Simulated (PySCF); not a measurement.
Molecule: SMILES C1CC(N2CC2)C1, C6H11N.

Cartesian coordinates in Å; atom numbers follow the order of the lines, from 1:
```xyz
18

C     2.2097   -0.4282    0.3157
C     1.0426   -1.1580   -0.3653
C     0.0578   -0.1794    0.3006
N    -0.8467    0.4635   -0.6124
C    -2.1414   -0.1316   -0.8195
C    -1.9992    1.1332   -0.0678
C     1.2491    0.6946    0.7340
H     2.6148   -0.9764    1.1638
H     3.0275   -0.1321   -0.3368
H     1.0407   -1.0430   -1.4462
H     0.9152   -2.2084   -0.1133
H    -0.4681   -0.6306    1.1591
H    -2.3963   -1.0294   -0.2646
H    -2.5032   -0.1131   -1.8377
H    -2.1563    1.1085    1.0062
H    -2.2588    2.0701   -0.5398
H     1.2709    0.9856    1.7818
H     1.3331    1.5810    0.1107
```

Frames of a GFN2-xTB Langevin trajectory at 400 K; GIAO PBE0/pcSseg-1 shieldings in PySCF 2.14, gas phase, non-relativistic; equivalent atoms averaged within each frame.

References, each an isolated molecule treated in the same way: 13C (σref 186.93), 1H (σref 31.72) against TMS; 15N (σref 267.73) against NH3. The references are static minima.

Q: How do the shifts (ppm) fluctuate along the trajectory?

A: 
| time (fs) | C3 | C2/C7 | C5/C6 | C1 | N4 | H11/H17 | H10/H18 | H12 | H9 | H8 |
| --- | --- | --- | --- | --- | --- | --- | --- | --- | --- | --- |
| optimised geometry | 64.3 | 28.5 | 25.6 | 14.7 | 46.1 | 2.15 | 2.27 | 1.77 | 1.93 | 1.80 |
| 250 | 57.4 | 31.0 | 18.0 | 14.1 | 52.2 | 3.00 | 2.63 | 2.44 | 2.12 | 1.75 |
| 425 | 82.3 | 33.0 | 24.7 | 19.3 | 56.2 | 3.21 | 2.56 | 2.55 | 2.90 | 2.69 |
| 625 | 73.2 | 32.1 | 24.0 | 17.5 | 48.5 | 2.84 | 1.89 | 1.94 | 2.57 | 1.74 |
| 800 | 69.5 | 37.1 | 24.4 | 23.6 | 36.9 | 2.83 | 1.99 | 0.98 | 1.92 | 2.90 |
| 1000 | 79.5 | 26.9 | 26.6 | 21.9 | 55.7 | 2.38 | 1.38 | 2.80 | 2.24 | 1.75 |
| mean of frames | 72.4 | 32.0 | 23.6 | 19.3 | 49.9 | 2.85 | 2.09 | 2.14 | 2.35 | 2.16 |
| standard deviation | 9.8 | 3.7 | 3.3 | 3.7 | 7.9 | 0.30 | 0.52 | 0.72 | 0.39 | 0.58 |

5 frames give an uncertainty of the mean of about the standard deviation over 2.2 at best, since frames this close in time may not be independent; classical motion lacks zero-point vibration, and the reference would need the same averaging.
